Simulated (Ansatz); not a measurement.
Basis-set extrapolation for C$_{11}$H$_{20}$O$_{2}$, SMILES `CC(C)(C)C(=O)CC(=O)C(C)(C)C` (PBE0-D4/def2-TZVP geometry, frozen core, Ansatz 0.2.0). Multiplicity 1, RHF reference.

|  | def2-TZVPP | def2-QZVPP |
| --- | --- | --- |
| HF | -578.143579 | -578.169439 |
| MP2 correlation | -2.353519 | -2.506909 |
| CCSD(T) correlation | -2.552728 | not run |

Energies in hartree. Use E(X) = E(∞) + A·exp(−7.88·√X) for Hartree–Fock and E(X) = E(∞) + B·X^(−2.97) for correlation, with X = 3 and 4, and add CCSD(T) minus MP2 of the smaller set to the MP2 limit.

**Question.** What is the CCSD(T) energy at the basis-set limit?

**Answer.** HF limit: -578.169439 + (-0.025860) × 0.13774 = -578.17300. MP2 limit: -2.506909 + (-0.153390) × 0.74074 = -2.62053. Higher-order term: -2.552728 − (-2.353519) = -0.19921. Total: -580.99274 hartree, 8.07 eV below CCSD(T)/def2-TZVPP.
